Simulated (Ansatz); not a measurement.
`F[Si](Br)(Br)Br` + H–F → `F[Si](F)(Br)Br` + HBr  (ligand exchange at the Si–Br bond)

Computed with Ansatz on PBE0-D4/def2-TZVP structures; ΔE is electronic, products minus reactants. CCSD(T)/CBS adds triple-zeta CCSD(T) − MP2 to the extrapolated MP2 energy (def2 sets, frozen cores). This one scheme is used for every species. Functionals use def2-TZVPP. HSE06 is defined as in plane-wave codes. For Br outer-core shells are correlated without core-valence functions, which leaves a few kJ/mol of doubt a bond. Scalar relativity is left out up to krypton.

```
       level  ΔE (kJ/mol)
 LDA (SPW92)        -53.3
   r2SCAN-D4        -59.3
  r2SCANh-D4        -58.3
CAM-B3LYP-D4        -66.6
     ωB97M-V        -57.9
      B2PLYP        -62.9
       HSE06        -51.5
MP2/def2-SVP        -55.0
```

(1) What does CCSD(T)/CBS give? (Best estimate.)

(2) What do rigid-rotor, harmonic-oscillator terms from PBE0-D4/def2-TZVP frequencies (298.15 K, 1 bar) make of the CCSD(T)/CBS value? (An estimate is asked.)

Largest T1 diagnostic among the species: 0.009.

Results:

(1) Computed: -51.9 kJ/mol. The listed levels differ from it by -1.4, -7.4, -6.4, -14.7, -6.0, -11.0, 0.4, -3.1 kJ/mol.

(2) Computed: ΔZPE = -4.1 kJ/mol, ΔH = -57.8 kJ/mol, ΔS = 4 J/(mol·K), ΔG = -59.1 kJ/mol.

In def2-TZVPP, CCSD(T) changes the Hartree–Fock value by +17.7 kJ/mol (the triples alone add +3.5 kJ/mol) and MP2 by +27.3 kJ/mol. The D4 term adds +9.7 kJ/mol with B3LYP and +5.1 kJ/mol with PBE0; it sums over pairs of atoms, weighted by their polarisabilities, and B3LYP, whose exchange is more repulsive, gets the larger term. Leaving LDA and LC-ωPBE aside and taking each functional with its dispersion term where it has one, the values, not all of them listed here, spread over 24.3 kJ/mol, from B97M-V to revPBE-D4.

B3LYP here is the variant with VWN-RPA as its local correlation; programs differ in this.

CCSD(T)/CBS has its own doubt, a few kJ/mol and more with outer-core shells, so smaller differences from it don't rank the levels.
